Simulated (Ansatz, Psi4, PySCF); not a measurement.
CH5GaN (SMILES [CH3][Ga+][NH2]), charge +1, singlet, at a GFN2-xTB geometry (such geometries of metal compounds can be far from the true shape). Base run: WB97X/def2-SVPD (PySCF).

Geometry (Å):
```xyz
8

Ga    -0.0208    -0.0414     0.0187
C     -0.3297     1.5903    -1.1837
H     -1.1837     2.1426    -0.7805
H     -0.5333     1.2238    -2.1943
H      0.5853     2.1904    -1.1529
N      0.4564    -1.4216     1.1247
H      0.5490    -2.3625     0.7354
H      0.0102    -1.5022     2.0412
```
Charge +1, spin multiplicity 1.
All else is at PySCF's defaults.

The same geometry, method and basis name were run in Ansatz (a quantum-chemistry and plane-wave program) and Psi4 and PySCF, at each program's defaults and at the settings that a row names. The base is PySCF at its defaults. Differences at the defaults can come from grids, fitting, cores and function types together.

```json
[
 {"code and settings": "PySCF, defaults (exact integrals, its default grid, spherical functions)", "ΔE vs base (mEh)": "0.000", "basis functions": "118", "E (Eh)": "-2020.17363", "SCF cycles": "11"},
 {"code and settings": "Psi4, defaults (density fitting with its default set, its default grid, spherical functions)", "ΔE vs base (mEh)": "?", "basis functions": "118", "E (Eh)": "?", "SCF cycles": "9"},
 {"code and settings": "Ansatz, defaults (factorised integrals, its default grid, spherical functions)", "ΔE vs base (mEh)": "0.023", "basis functions": "118", "E (Eh)": "-2020.17361", "SCF cycles": "-"},
 {"code and settings": "PySCF, density fitting with def2-universal-jkfit", "ΔE vs base (mEh)": "-0.040", "basis functions": "118", "E (Eh)": "-2020.17367", "SCF cycles": "11"},
 {"code and settings": "PySCF, fine grid", "ΔE vs base (mEh)": "0.003", "basis functions": "118", "E (Eh)": "-2020.17363", "SCF cycles": "11"},
 {"code and settings": "Psi4, exact integrals, spherical functions, fine grid", "ΔE vs base (mEh)": "0.029", "basis functions": "118", "E (Eh)": "-2020.17361", "SCF cycles": "12"},
 {"code and settings": "Ansatz, high accuracy", "ΔE vs base (mEh)": "0.001", "basis functions": "118", "E (Eh)": "-2020.17363", "SCF cycles": "-"}
]
```

Task: Complete the blanks.

Result: 
- Psi4, defaults (density fitting with its default set, its default grid, spherical functions), ΔE vs base (mEh): -0.349
- Psi4, defaults (density fitting with its default set, its default grid, spherical functions), E (Eh): -2020.17398
